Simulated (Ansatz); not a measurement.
[MF4] with several metals: PBE0-D4/def2-TZVPD single points in Ansatz on relaxed structures, gas phase. Core potentials for Ag, Au, no spin–orbit coupling. Singlets are spin-restricted. The structures are stationary points that may keep the symmetry of their start. Remarks come from the PBE and PBE0 runs and from stability tests at other levels; not every state was tested. HOMO above LUMO (over both spins in singlets and doublets, within one spin in higher multiplets; at PBE or PBE0), or a gap under 0.15 eV within one spin, warns that the state may not be the lowest or that an electron is smeared out.

| species | atoms | state | geometry | HOMO (eV) | vertical IE (eV) | lowest of the spins relaxed | point group (within 0.1 Å) | remarks |
| --- | --- | --- | --- | --- | --- | --- | --- | --- |
| [AgF4]- (AgF4⁻) | 5 | singlet | PBE0-D4/def2-SVPD | -4.93 | 7.24 | singlet, of singlet/triplet | D4h | gap within one spin near zero at PBE or PBE0 (neutral doublet), gap within one spin near zero at PBE or PBE0 (triplet) |
| [CuF4]- (CuF4⁻) | 5 | singlet | r2SCAN-D4/def2-SVPD | -4.75 | 7.11 | singlet, of singlet/triplet | D4h | gap within one spin near zero at PBE or PBE0 (neutral doublet) |
| [AuF4]- (AuF4⁻) | 5 | singlet | PBE0-D4/def2-SVPD | -4.19 | 6.55 | singlet, of singlet/triplet | D4h | – |

The vertical IE (eV) runs from 6.55 ([AuF4]-) to 7.24 ([AgF4]-).
